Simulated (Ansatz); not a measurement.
`C#C[SiH](O)F` + CH₃OH → `CO[SiH](O)F` + acetylene at 298.15 K and 1 bar (ligand exchange at the Si–C bond).

Isolated molecules relaxed with PBE0-D4/def2-TZVP in Ansatz; ΔE leaves out vibrations. CBS: MP2 limit from def2 TZ/QZ plus the TZ coupled-cluster correction, frozen cores. This one scheme is used for every species. One conformer a species, not always the lowest.

```tsv
species	CCSD(T)/CBS energy (Eh)	H − E (kJ/mol)	S (J/(mol·K))
`C#C[SiH](O)F`	-542.02392	138.7	326.9
CH₃OH	-115.61712	146.3	238.2
`CO[SiH](O)F`	-580.44380	202.2	349.6
`C#C`	-77.22717	80.8	200.2
```

H − E and S are ideal-gas, rigid-rotor, harmonic terms from PBE0-D4/def2-TZVP, for one conformer and one mirror image of each species. 1 Eh = 2625.50 kJ/mol, R = 8.31446 J/(mol·K).

Q: By hand: ΔE, ΔH, ΔS and ΔG.

A: ΔE = (-580.44380) + (-77.22717) − (-542.02392) − (-115.61712) = -0.02993 Eh = -78.6 kJ/mol. Δ(H − E) = 202.2 + 80.8 − 138.7 − 146.3 = -2.0, so ΔH = -80.6 kJ/mol. ΔS = 349.6 + 200.2 − 326.9 − 238.2 = -15.3 J/(mol·K). ΔG = -80.6 − 298.15 × (-15.3)/1000 = -76.0 kJ/mol.

Q: By hand: the equilibrium constant, and the temperature at which ΔG would vanish if ΔH and ΔS stayed fixed.

A: log₁₀ K = −ΔG/(RT ln 10) = 13.3. ΔG = 0 at ΔH/ΔS = 5268 K, far beyond where these terms or the molecules hold.

ΔH outweighs TΔS. A doubt of 5 kJ/mol in ΔE shifts log₁₀ K by 0.9 here. Other conformers and mirror images would add mixing entropy, several J/(mol·K) or more a flexible species. These are equilibria of isolated gas molecules and say nothing of rates. Largest T1 diagnostic: 0.013 (customary marks: 0.02 for closed shells, 0.045 for open ones).
